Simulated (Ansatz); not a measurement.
`[F][Zr]([F])([F])[Cl]` + HI → `[F][Zr]([F])([F])[I]` + HCl  (ligand exchange at a Zr–Cl bond)

Calculated with Ansatz (gas phase, PBE0-D4/def2-TZVP geometries, no zero-point term in ΔE). CCSD(T)/CBS is the MP2 limit (def2-TZVPP, def2-QZVPP) plus CCSD(T) − MP2 in def2-TZVPP, frozen cores. This one scheme is used for every species. DFT in def2-TZVPP. def2 core potentials past Kr. For I, Zr outer-core shells are correlated without core-valence functions, which leaves a few kJ/mol of doubt a bond.

| level | ΔE (kJ/mol) |
| --- | --- |
| revPBE | 14.5 |
| r2SCAN0 | 11.6 |
| CCSD(T)/def2-TZVPP | 10.0 |
| HF/def2-QZVPP | 14.8 |

Q: What does CCSD(T)/CBS give? (Best estimate.)

A: The calculation gave: +9.6 kJ/mol. The listed levels differ from it by 4.9, 2.0, 0.4, 5.2 kJ/mol.

Largest T1 diagnostic among the species: 0.017.

At CCSD(T), def2-SVP lies +10.8 kJ/mol from the extrapolated value and def2-TZVPP +0.4 kJ/mol. In def2-TZVPP, CCSD(T) changes the Hartree–Fock value by −5.1 kJ/mol (the triples alone add −1.8 kJ/mol) and MP2 by −11.2 kJ/mol. Leaving LDA and LC-ωPBE aside and taking each functional with its dispersion term where it has one, the values, not all of them listed here, spread over 13.8 kJ/mol, from PBE-QIDH to B97M-V.
